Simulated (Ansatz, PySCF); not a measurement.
dibromo(dichloro)methane (CBr₂Cl₂), SMILES ClC(Cl)(Br)Br. Atoms are numbered in the order given.

```xyz
5

Cl     0.0000    -1.4411     1.4195
C      0.0000     0.0000     0.4077
Cl     0.0000     1.4411     1.4195
Br    -1.5721     0.0000    -0.7097
Br     1.5721     0.0000    -0.7097
```
Charge 0, spin multiplicity 1.

Geometry: ωB97X-D3(BJ)/def2-SVP.

Two levels are set side by side: PBE-D3(BJ)/def2-SVP (Ansatz, a first-principles code) and ωB97X-D3(BJ)/def2-SVP (PySCF). Each level has its own optimised geometry; the coordinates shown are those of the second. Frequencies come from the Hessian of PySCF at each geometry. Differences are taken from unrounded values.

| quantity | ωB97X-D3(BJ) | PBE-D3(BJ) | PBE-D3(BJ) minus ωB97X-D3(BJ) |
|---|---|---|---|
| mean bond length (Å) | 1.845 | 1.873 | 0.028 |
| bond Cl1–C2 (Å) | 1.761 | 1.778 | 0.017 |
| bond C2–Cl3 (Å) | 1.761 | 1.778 | 0.017 |
| bond C2–Br4 (Å) | 1.929 | 1.968 | 0.040 |
| bond C2–Br5 (Å) | 1.929 | 1.968 | 0.040 |
| highest harmonic wavenumber (cm⁻¹) | 834 | 729 | -105 |
| mean harmonic wavenumber (cm⁻¹) | 434 | 383 | -51 |
| zero-point energy (kcal/mol) | 5.59 | 4.93 | -0.66 |

Exact exchange shortens and stiffens bonds; PBE has none. Differences between two approximate levels are no errors against the true value.
